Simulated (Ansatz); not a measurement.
`O[Si](F)O[SiH3]` radical. Total charge 0; spin multiplicity 2. All single points use the PBE0-D4/def2-TZVP geometry. It is one conformer, not always the lowest.

```xyz
9

O    -2.253    0.249   -1.148
Si   -0.726   -0.329   -1.186
F    -0.740   -1.920   -1.001
O     0.035    0.344    0.066
Si    1.346    0.409    1.053
H    -2.857   -0.061   -1.826
H     1.280   -0.693    2.044
H     2.588    0.283    0.250
H     1.328    1.717    1.748
```

(1) What is the dipole moment at B3LYP/def2-TZVPP? (Best estimate.)

(2) And with PBE, r2SCAN, ωB97M-V? (Best estimate.)

(3) Give the Mulliken charges with B3LYP, ωB97M-V, r2SCAN in def2-TZVPP. (An estimate is asked.)

Answers

(1) Computed: 1.00 D, with components (-0.14, 0.37, -0.92) D in this frame, pointing from negative to positive charge.

(2) Computed: PBE 0.91 D, r2SCAN 0.97 D, ωB97M-V 1.03 D.

(3) Ansatz gave: 
```csv
atom,B3LYP,ωB97M-V,r2SCAN
O1,-0.34,-0.32,-0.36
Si2,0.58,0.55,0.60
F3,-0.31,-0.29,-0.30
O4,-0.33,-0.32,-0.36
Si5,0.40,0.30,0.43
H6,0.19,0.18,0.20
H7,-0.06,-0.03,-0.07
H8,-0.07,-0.03,-0.07
H9,-0.06,-0.03,-0.07
```

B3LYP here is the variant with VWN-RPA as its local correlation; programs differ in this.
